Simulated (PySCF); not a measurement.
# One molecule, several mistakes: AlGeH5NSi

These are calculations, not measurements. They come from PySCF 2.14.0, an open-source quantum chemistry program, on an isolated molecule that a program drew, which may never have been made. The molecule is AlGeH5NSi (charge 0, doublet), drawn as the SMILES string `[AlH][N]=[GeH][SiH3]`.

Each row is a Hartree-Fock (HF) and frozen-core CCSD(T) single point in the cc-pV(D+d)Z basis, meant for a local HF minimum. Run 1 is clean. Each other run has one planted mistake out of seven kinds, and not every kind appears here: one electron removed, one electron added, multiplicity raised by two, geometry at a saddle point, minimal basis STO-3G, one bond length entered in bohr, all coordinates scaled. The reference is restricted for singlets and unrestricted otherwise, and also for a bond in bohr. Adding or removing an electron swaps singlet and doublet. Electrons count all cores. HOMO and LUMO are orbital energies over both spins, the gradient is its largest component, and the lowest frequency (negative if imaginary) is given only where the gradient is small. Bond lengths are over the 8 bonds as drawn. T1 is the CCSD diagnostic: over 0.02 (restricted) or 0.045 (unrestricted) a single reference is doubtful. Germanium has the cc-pVDZ-PP basis, with a core potential (ECP10MDF) in place of its 10 inner electrons, and its 3s, 3p and 3d shells are frozen in CCSD(T).

Geometry of the clean run:
```xyz
9
AlGeH5NSi, angstrom
Al    3.5549   -0.8348    0.8556
N     2.0984   -1.0091    1.5462
Ge    0.5271   -1.0964    2.4146
Si   -1.2719   -0.2219    1.0646
H     4.9502   -0.6650    0.1964
H     0.2346   -2.5504    2.8662
H    -1.4355   -0.9399   -0.2273
H    -2.5590   -0.3006    1.8015
H    -1.0009    1.2050    0.7555
```

```
run,electrons,basis functions,<S^2>,HOMO (eV),LUMO (eV),gradient (hartree/bohr),lowest frequency (cm^-1),mean bond (Å),longest bond (Å),T1,HF (hartree),CCSD(T) (hartree),mistake
1,71,108,0.760,-6.95,1.29,1.3e-05,57,1.6740,2.413,0.0240,-881.52995,-882.00780,no fault
2,71,108,0.762,-7.14,1.05,3.7e-02,-,1.7543,2.529,0.0265,-881.51142,-881.99947,all coordinates scaled
3,72,108,0.000,-0.22,5.56,5.1e-02,-,1.6740,2.413,0.0295,-881.50122,-882.02391,one electron added
4,71,108,1.411,-7.58,0.07,7.2e-02,-,1.8739,3.397,0.0688,-881.41842,-881.87144,one bond length entered in bohr
5,70,108,0.000,-14.39,-5.04,6.7e-02,-,1.6740,2.413,0.0233,-881.30922,-881.77668,?
```

**Which mistake was planted in run 5, and what did it cost?**

It counts 70 electrons, one fewer than the clean run, at the same geometry and basis. So the mistake is: one electron removed. Subtracting run 1 and multiplying by 627.51 kcal/mol a hartree, the energy moved by 138.5 kcal/mol in HF and 145.0 kcal/mol in CCSD(T).

Cautions from the logs. Run 3: T1 is over the limit, so its CCSD(T) energy is less reliable; run 4: T1 is over the limit, so its CCSD(T) energy is less reliable; run 5: T1 is over the limit, so its CCSD(T) energy is less reliable.
